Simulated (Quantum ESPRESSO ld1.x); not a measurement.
Results of a calculation; reference values are marked as such.
Problem. The tantalum ion Ta16+, 57 electrons, occupied as [Kr] 4d10 4f11. Code: ld1.x of Quantum ESPRESSO 7.5. Model: scalar-relativistic Kohn-Sham, LDA (Slater exchange, Perdew-Zunger correlation), spin-polarised, spherical densities, point nucleus; open shells are filled with parallel spins first. Some entries of the table are withheld. Estimate them.

orbital,occ.,eigenvalue (hartree),<r^2> (bohr^2)
1s down,1,-2487.17,0.0004791
1s up,1,-2487.17,0.0004791
2s up,1,-438.309,0.007380
2s down,1,-438.306,0.007380
2p up,3,-385.894,0.006085
2p down,3,-385.891,0.006085
3s up,1,-110.520,0.04800
3s down,1,-110.444,0.04796
3p up,3,-94.9293,0.04867
3p down,3,-94.8531,0.04862
3d up,5,-76.7097,0.04036
3d down,5,-76.6503,0.04031
4s up,1,-32.6810,0.2332
4s down,1,-32.5493,0.2334
4p up,3,-27.5017,(1)
4p down,3,-27.3741,(2)
4d up,5,-20.8661,0.2967
4d down,5,-20.7419,0.2974
4f up,7,-13.4139,0.3471
4f down,4,-13.2879,0.3497

Solution. 
(1) 4p up <r^2> (bohr^2): 0.2625
(2) 4p down <r^2> (bohr^2): 0.2629
